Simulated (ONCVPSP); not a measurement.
# Se: excitation energies, all-electron against ONCV

selenium (Se), optimised norm-conserving Vanderbilt (ONCV), made with ONCVPSP 4.0.1 (PBE, scalar-relativistic). Core [Ne], reference 3s2 3p6 3d10 4s1 4p5. Waves: 3s+4s: rc 0.75 bohr, ncon 4, nbas 7, qcut 16.1 1/bohr, 2 projectors; 3p+4p: rc 1.00 bohr, ncon 4, nbas 7, qcut 15 1/bohr, 2 projectors; 3d: rc 0.95 bohr, ncon 4, nbas 8, qcut 15.4 1/bohr, 3 projectors, debl 3.2 Ha. Local part: polynomial inside 0.70 bohr (lpopt 5, dvloc0 0 Ha). Core correction: Teter function, fcfact 4.75, rcfact 1.2.

Energies are relative to the spin-unpolarised reference configuration 3s2 3p6 3d10 4s1 4p5; without spin polarisation the order of configurations can differ from experiment.

| valence configuration | charge | ΔE all-electron (eV) | error AE − PS (meV) |
| --- | --- | --- | --- |
| 3s2 3p6 3d10 4s2 4p4 | 0 | -10.882 | -0.1 |
| 3s2 3p6 3d10 4s2 4p3 | +1 | -0.036 | -0.7 |
| 3s2 3p5 3d10 4s2 4p4 | +1 | 153.460 | -155 |

Problem. What are ΔE and the potential's error for 3s2 3p6 3d10 4s2 4p2?

Solution. ΔE = 20.312 eV all-electron; the error (AE − PS) is -2.3 meV.

Levels in the configuration 3s2 3p5 3d10 4s2 4p4:

```json
{"level": "3s", "all-electron (eV)": "-237.090", "pseudo (eV)": "-237.291"}
{"level": "3p", "all-electron (eV)": "-176.343", "pseudo (eV)": "-176.521"}
{"level": "3d", "all-electron (eV)": "-75.922", "pseudo (eV)": "-75.902"}
{"level": "4s", "all-electron (eV)": "-29.665", "pseudo (eV)": "-29.670"}
{"level": "4p", "all-electron (eV)": "-17.280", "pseudo (eV)": "-17.282"}
```
